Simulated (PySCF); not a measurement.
**Correlation energy of Fe (iron, neutral)**

[Ar] 3d6 4s2, high-spin 5D determinant. Computed with PySCF 2.14 in jorge-DZP-DKH, with the spin-free X2C one-electron Hamiltonian (Gaussian nucleus). Frozen: [Ar]; 8 electrons correlated.

MP2 pair energies summed by pair of shells (mhartree):

| pair | energy | share (%) |
| --- | --- | --- |
| 3d-3d | -79.17 | 69.3 |
| 4s-4s | -18.24 | 16.0 |
| 3d-4s | -16.81 | 14.7 |

Total MP2 correlation energy: -114.22 mhartree.

Same-spin part -53.21 and opposite-spin part -61.01 mhartree; SCS-MP2 scales them by 1/3 and 6/5 to -90.95 mhartree.
